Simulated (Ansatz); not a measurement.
Cost and result for the atomization energy of `CC(C)O[Si]O` (14 atoms, 13 bonds).

Z-matrix (Å, degrees):
```
C
C 1 1.513
H 1 1.093 2 110.2
H 1 1.092 2 110.6 3 120.0
H 1 1.092 2 110.7 3 -119.8
C 2 1.513 1 112.6 3 -60.6
O 2 1.425 1 108.7 3 59.9
H 2 1.101 1 108.9 3 178.5
H 6 1.093 2 110.2 1 60.6
H 6 1.092 2 110.7 1 -179.6
H 6 1.092 2 110.6 1 -59.3
Si 7 1.655 2 123.8 1 118.5
O 12 1.645 7 99.7 2 -180.0
H 13 0.963 12 117.0 7 -0.0
```

The species carries charge 0 and has multiplicity 1. The geometry is a stationary point of PBE0-D4/def2-TZVP. It is one conformer, not always the lowest. Program: Ansatz. All runs use 4 threads of an Arm Neoverse V2 on a shared host. Times are those of one run each, without the atoms' runs, and a repeat can differ threefold. Electronic energies, without spin–orbit coupling; frozen cores. CCSD(T)/CBS adds CCSD(T) − MP2 in def2-TZVPP to the MP2 limit, and its time is that of the two runs behind it. T1 = 0.013. B3LYP takes the VWN-RPA correlation (the form of Gaussian; ORCA's B3LYP/G).

CCSD(T)/CBS is a level of theory with its own doubt, some kJ/mol a heavy atom from the limit and from the frozen cores, so smaller differences don't rank the functionals.

```json
{"level": "LDA (SPW92)/def2-TZVPP", "functions": "309", "wall time": "2 s"}
{"level": "PBE0-D4/def2-TZVPP", "functions": "309", "wall time": "4.8 s"}
{"level": "BHLYP-D4/def2-TZVPP", "functions": "309", "wall time": "4.9 s"}
{"level": "r2SCAN-D4/def2-TZVPP (with forces)", "functions": "309", "wall time": "7.5 s"}
{"level": "B3LYP-D4/def2-TZVPP (with forces)", "functions": "309", "wall time": "8 s"}
{"level": "r2SCANh-D4/def2-TZVPP", "functions": "309", "wall time": "8 s"}
{"level": "B2PLYP/def2-TZVPP", "functions": "309", "wall time": "10 s"}
{"level": "PBE-QIDH/def2-TZVPP", "functions": "309", "wall time": "10 s"}
{"level": "CCSD(T)/def2-SVP", "functions": "128", "wall time": "15 s"}
{"level": "ωB97M-V/def2-TZVPP (with forces)", "functions": "309", "wall time": "17 s"}
{"level": "MP2/def2-QZVPP", "functions": "595", "wall time": "47 s"}
{"level": "CCSD(T)/def2-TZVPP", "functions": "309", "wall time": "23 min"}
{"level": "CCSD(T)/CBS(def2)", "functions": "–", "wall time": "24 min"}
```

Q: What atomization energy does each give, and how far from CCSD(T)/CBS? (Best estimate.)

A: Computed: 
```tsv
level	atomization (kJ/mol)	difference from CCSD(T)/CBS	per bond
LDA (SPW92)/def2-TZVPP	6417.7	806.4	62.0
PBE0-D4/def2-TZVPP	5598.9	-12.4	-0.9
BHLYP-D4/def2-TZVPP	5428.1	-183.2	-14.1
r2SCAN-D4/def2-TZVPP (with forces)	5606.0	-5.3	-0.4
B3LYP-D4/def2-TZVPP (with forces)	5596.5	-14.8	-1.1
r2SCANh-D4/def2-TZVPP	5569.6	-41.7	-3.2
B2PLYP/def2-TZVPP	5545.7	-65.6	-5.0
PBE-QIDH/def2-TZVPP	5560.1	-51.2	-3.9
CCSD(T)/def2-SVP	5302.3	-309.0	-23.8
ωB97M-V/def2-TZVPP (with forces)	5628.3	17.0	1.3
MP2/def2-QZVPP	5650.6	39.3	3.0
CCSD(T)/def2-TZVPP	5468.6	-142.7	-11.0
CCSD(T)/CBS(def2)	5611.3	0.0	0.0
```

From PBE to PBE0 (25 % exact exchange), in def2-TZVPP and without D4, the atomization energy moves by −102.8 kJ/mol: exact exchange takes away binding that semilocal exchange gives to molecules. The D4 term adds +46.2 kJ/mol with B3LYP and +24.6 kJ/mol with PBE0; it sums over pairs of atoms, weighted by their polarisabilities, and B3LYP, whose exchange is more repulsive, gets the larger term. In def2-TZVPP, CCSD(T) changes the Hartree–Fock value by +1384.5 kJ/mol (the triples alone add +81.2 kJ/mol) and MP2 by +1481.5 kJ/mol; breaking electron pairs costs correlation energy, which Hartree–Fock lacks.
